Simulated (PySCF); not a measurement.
**SMILES ClCCB(Cl)Cl, C₂H₄BCl₃**

Geometry:
| atom | x (Å) | y (Å) | z (Å) |
| --- | --- | --- | --- |
| Cl1 | -2.688 | -0.365 | 0.161 |
| C2 | -0.941 | -0.668 | 0.384 |
| C3 | -0.126 | 0.502 | -0.154 |
| B4 | 1.452 | 0.340 | -0.012 |
| Cl5 | 2.490 | 1.584 | -0.576 |
| Cl6 | 2.148 | -1.060 | 0.695 |
| H7 | -0.781 | -0.809 | 1.452 |
| H8 | -0.712 | -1.592 | -0.145 |
| H9 | -0.385 | 0.656 | -1.206 |
| H10 | -0.448 | 1.416 | 0.353 |

The calculation used GIAO B97-2/pcSseg-1 magnetisability, rotational g tensor and spin-rotation constants, non-relativistic, gas phase in PySCF. Geometry: GFN2-xTB.

(1) What are the magnetisability and the molar susceptibility?

(2) Split it along the inertial axes a, b, c into diamagnetic and paramagnetic parts about the centre of mass, with the quadrupole moment.

(3) And the rotational g tensor?

Results:

(1) Isotropic -1407 × 10⁻³⁰ J/T², or -84.7 × 10⁻⁶ cm³/mol; principal values -1455, -1441, -1324 × 10⁻³⁰ J/T², anisotropy 125 × 10⁻³⁰ J/T² (root of half the summed squared differences of the principal values). The susceptibility is in cgs units.

(2) 
| axis | χ (10⁻⁶ cm³/mol) | diamagnetic (10⁻⁶ cm³/mol) | paramagnetic (10⁻⁶ cm³/mol) | summed x² of all electrons (Å²) | quadrupole Θ (D Å) |
| --- | --- | --- | --- | --- | --- |
| a | -86.6 | -443.1 | 356.5 | 335.6 | -11.04 |
| b | -79.9 | -1485.1 | 1405.2 | 90.0 | +4.11 |
| c | -87.6 | -1805.4 | 1717.8 | 14.5 | +6.93 |

Anisotropies 2χaa − χbb − χcc = -5.6 and 2χbb − χaa − χcc = +14.3 × 10⁻⁶ cm³/mol. Θ is traceless in Buckingham's convention.

(3) 
| axis | rotational constant (GHz) | g | nuclear part | electronic part |
| --- | --- | --- | --- | --- |
| a | 3.2010 | -0.0175 | 0.5186 | -0.5361 |
| b | 0.7666 | -0.0098 | 0.4963 | -0.5061 |
| c | 0.6233 | -0.0062 | 0.4968 | -0.5030 |

Asymmetric top; isotopes 11B, 12C, 35Cl, 1H; no vibrational averaging.
